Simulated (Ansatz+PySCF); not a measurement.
Results of a calculation; reference values are marked as such.
# Several solutions for singlet CdCl2

```xyz
3

Cl    0.0000    0.0000   -2.2765
Cd    0.0000    0.0000    0.0000
Cl    0.0000    0.0000    2.2765
```

Basis set: def2-SVP (spherical functions, with the set's core potentials past Kr). Charge 0, multiplicity 1.

CASSCF(2,2) was run from several starts with Ansatz (development build ahead of 0.2.0) and PySCF 2.14.0. The starts are those of the Hartree–Fock orbitals from which the active space was taken at the frontier.

```json
{"run": "A", "program": "Ansatz", "start": "atomic start, no search", "converged": "yes", "energy (hartree)": "-1085.65307", "<S²>": "0.00"}
{"run": "B", "program": "PySCF", "start": "program defaults", "converged": "yes", "energy (hartree)": "-1085.64806", "<S²>": "0.00"}
{"run": "C", "program": "Ansatz", "start": "stability test followed", "converged": "yes", "energy (hartree)": "-1085.65534", "<S²>": "0.00"}
{"run": "D", "program": "Ansatz", "start": "search for the lowest state", "converged": "yes", "energy (hartree)": "-1085.65534", "<S²>": "0.00"}
```

(1) Which runs reached the lowest solution of this kind, and what is wrong with the others?

Answers

(1) C, D reached the lowest solution found. Converged but too high: A by 0.06 eV, B by 0.20 eV. Convergence only shows a stationary point; in CASSCF the end hangs on which orbitals enter the active space. Caution: other starts end on other solutions of this active space.
